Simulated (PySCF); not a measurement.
**Ionisation energy of Ti⁺ by level of theory**

Ti⁺ [Ar] 3d2 4s1 (4F) → Ti²⁺ [Ar] 3d2 (3F), as a difference of total energies. Computed with PySCF 2.14 in aug-cc-pwCVTZ (10s9p7d4f3g, 127 functions), with the non-relativistic Hamiltonian (point nucleus). Correlated levels: valence: [Ar] frozen; valence and next inner shell: [Ne] frozen; nothing frozen. The calculations carry no spin-orbit coupling.

```
                                method  ionisation energy (eV)
                                   UHF                  12.849
                                   LDA                  14.103
                                  PBE0                  13.695
                               wB97X-V                  13.352
                               wB97M-V                  13.451
                                  BP86                  13.952
                         MP2 (valence)                  13.035
                     SCS-MP2 (valence)                  12.911
    MP2 (valence and next inner shell)                  13.468
SCS-MP2 (valence and next inner shell)                  13.292
                   MP2 (all electrons)                  13.473
               SCS-MP2 (all electrons)                  13.296
```

Q: Estimate what r2SCAN gives.

A: 13.728 eV, closest to PBE0 among the rows shown.

Q: Estimate what PBE gives.

A: 13.918 eV, closest to BP86 among the rows shown.

These non-relativistic numbers lack the scalar-relativistic shift.

Errors of the correlated levels include the incompleteness of this basis and the frozen core.

For comparison: 13.575 eV (measured; NIST Atomic Spectra Database, ionization energies).
